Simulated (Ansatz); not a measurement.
Two structures of SiNH$_{8}$OF, singlet, reached by relaxing down either side of one saddle point (PBE0-D4/def2-TZVP). Energies are electronic, without zero-point energy. Ansatz 0.2.0; basis: def2-TZVPP and def2-QZVPP; cores frozen in the correlated methods. Extrapolation: Hartree–Fock as exp(−7.88 √X), correlation as X^−2.97. First:

```json
{"atom": "Si1", "x (Å)": "-1.1423", "y (Å)": "0.5595", "z (Å)": "-1.3158"}
{"atom": "N2", "x (Å)": "-0.2412", "y (Å)": "-0.6981", "z (Å)": "-0.5185"}
{"atom": "H3", "x (Å)": "-0.4806", "y (Å)": "0.8096", "z (Å)": "-2.6213"}
{"atom": "H4", "x (Å)": "-2.5755", "y (Å)": "0.2419", "z (Å)": "-1.5646"}
{"atom": "H5", "x (Å)": "-1.0685", "y (Å)": "1.7717", "z (Å)": "-0.4625"}
{"atom": "H6", "x (Å)": "0.7820", "y (Å)": "-0.3905", "z (Å)": "2.1294"}
{"atom": "F7", "x (Å)": "-0.0363", "y (Å)": "-0.7134", "z (Å)": "2.5101"}
{"atom": "H8", "x (Å)": "1.3376", "y (Å)": "-0.1036", "z (Å)": "0.3146"}
{"atom": "O9", "x (Å)": "1.9108", "y (Å)": "0.0494", "z (Å)": "1.1011"}
{"atom": "H10", "x (Å)": "-0.0624", "y (Å)": "-1.5294", "z (Å)": "-1.0659"}
{"atom": "H11", "x (Å)": "-0.5803", "y (Å)": "-0.9742", "z (Å)": "0.3995"}
{"atom": "H12", "x (Å)": "2.1568", "y (Å)": "0.9771", "z (Å)": "1.0939"}
```

Second:

```
12
angstrom
Si -1.1348 0.5306 -0.5500
N 0.1972 -0.9311 -0.6371
H -1.1212 0.4283 -2.0776
H -2.5995 0.2906 -0.3981
H -0.5572 1.9030 -0.4673
H 0.8180 0.2836 1.7142
F -0.9070 0.2574 1.1402
H 1.0063 -0.6761 -0.0492
O 1.7329 0.0146 1.5185
H 0.4853 -1.1205 -1.5892
H -0.1941 -1.7784 -0.2359
H 2.2742 0.7982 1.6316
```

**Question.** Which bonds change from the first to the second?

**Answer.** SiNH₅ ([NH2][SiH3]) + H₂O + HF → SiH₃F ([F][SiH3]) + H₂O + NH₃ (still joined by a long Si–N bond); bonds formed: Si1–F7, N2–H8, H6–O9; bonds broken: H6–F7, H8–O9; bonds weakened to dative contacts: Si1–N2.

**Question.** Give the saddle point's structure and its height above each. (Judge from chemistry; the value comes from the calculation.)

**Answer.** By the calculation: 68.1 kJ/mol above the first and 79.8 kJ/mol above the second (CCSD(T) at an estimated basis limit (MP2 extrapolated from triple and quadruple zeta, plus CCSD(T) − MP2 in triple zeta)).
Si1  (-1.025, 0.492, -0.687)
N2  (0.219, -0.847, -0.606)
H3  (-1.162, 0.519, -2.191)
H4  (-2.390, 0.144, -0.249)
H5  (-0.446, 1.829, -0.423)
H6  (0.427, 0.208, 1.568)
F7  (-0.733, 0.349, 1.433)
H8  (1.105, -0.483, 0.285)
O9  (1.528, -0.107, 1.337)
H10  (0.573, -1.088, -1.524)
H11  (-0.183, -1.686, -0.199)
H12  (2.087, 0.670, 1.256)
(Å)

No T1 diagnostic of these runs exceeds 0.011.

Steps of this kind, hydrogen fluoride cutting a network bond, underlie vapour etching and the fluorination step of atomic layer etching.

Labels in which every atom is bracketed show which atoms are joined, not bond orders.

For scale, one of the runs: CCSD(T)/def2-TZVPP, 247 basis functions, launched by `ansatz run in.yaml --threads 4 --pin off --events-out ev --progress --plain --max-ram 9574MiB`. The run took 2.4 min on 4 CPU threads of an Intel Xeon (shared host), with 5.3 GiB of host memory at its peak.
